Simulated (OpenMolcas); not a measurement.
A calculation on Au7+.

```json
{
 "Program": "OpenMolcas 26.06",
 "Method": "XMS-CASPT2, IPEA 0.25 Eh, imaginary shift 0.1 Eh (closed shells correlated: 5s 5p)",
 "Basis": "ANO-RCC-VTZP [8s7p5d3f1g]",
 "Scalar Hamiltonian": "DKH2, point nucleus",
 "Active space": "4 electrons in 5 orbitals (5d)",
 "State averaging": "2S+1 = 5 even, 5 roots; 2S+1 = 3 even, 45 roots; 2S+1 = 1 even, 50 roots",
 "Spin-orbit coupling": "state interaction with AMFI integrals over the reference wave functions, term energies averaged over their components"
}
```

(1) Which level of the active space comes out lowest?

(2) How high does 5d⁴ ⁵D₁ lie?

(3) How high does 5d⁴ ³H₅ [73 %] lie?

(4) How high does 5d⁴ ³P₁(1) [66 %] lie?

(5) The level at 23710 cm⁻¹ has J = 4. What is it made of, and what is its g factor?

Answers

(1) 5d⁴ ⁵D₀, with 51 % of that term.

(2) 10390 cm⁻¹ above the lowest level.

(3) 42900 cm⁻¹ above the lowest level.

(4) 43160 cm⁻¹ above the lowest level.

(5) 40 % 5d⁴ ⁵D₄, 31 % 5d⁴ ³F(1), 11 % 5d⁴ ³H; g = 1.263, against 1.501 from Landé's formula for the pure leading term.

CASPT2 does not keep the components of a term degenerate, so their means are used; among the terms shown or strongly mixed into the levels shown the widest spread is 930 cm-1 (5d⁴ ³H). Only configurations of the active space appear.

A share in square brackets marks a mixed level and gives the weight of the term that names it. A number in round brackets counts repeated terms of one configuration in the order of the reference energies.
